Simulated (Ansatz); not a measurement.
One change: `N[SiH](Cl)[GeH3]` becomes `N[SiH](S)Cl`.

Ansatz, PBE0-D4/def2-TZVP geometries, multiplicity 1. Each molecule was computed in one conformer, which needn't be the lowest.

Scalar relativity is left out up to krypton.

```json
{"property": "LUMO energy (ωB97M-V/def2-TZVPP) / eV", "`N[SiH](Cl)[GeH3]`": "1.59"}
{"property": "LUMO energy (PBE0/def2-TZVPP) / eV", "`N[SiH](Cl)[GeH3]`": "-0.06"}
{"property": "LUMO energy (PBE/def2-TZVPP) / eV", "`N[SiH](Cl)[GeH3]`": "-0.87"}
{"property": "HOMO–LUMO gap (ωB97M-V/def2-TZVPP) / eV", "`N[SiH](Cl)[GeH3]`": "11.56"}
{"property": "HOMO energy (ωB97M-V/def2-TZVPP) / eV", "`N[SiH](Cl)[GeH3]`": "-9.96"}
{"property": "HOMO–LUMO gap (B3LYP/def2-TZVPP) / eV", "`N[SiH](Cl)[GeH3]`": "7.38"}
```

(1) What does the change do to each property? (Best estimate.)

Results:

(1) Ansatz gave: 
```csv
property,`N[SiH](S)Cl`,shift
LUMO energy (ωB97M-V/def2-TZVPP) / eV,1.88,0.29
LUMO energy (PBE0/def2-TZVPP) / eV,0.09,0.15
LUMO energy (PBE/def2-TZVPP) / eV,-0.84,0.03
HOMO–LUMO gap (ωB97M-V/def2-TZVPP) / eV,11.79,0.23
HOMO energy (ωB97M-V/def2-TZVPP) / eV,-9.91,0.05
HOMO–LUMO gap (B3LYP/def2-TZVPP) / eV,7.29,-0.09
```

B3LYP here is the variant with VWN-RPA as its local correlation; programs differ in this.
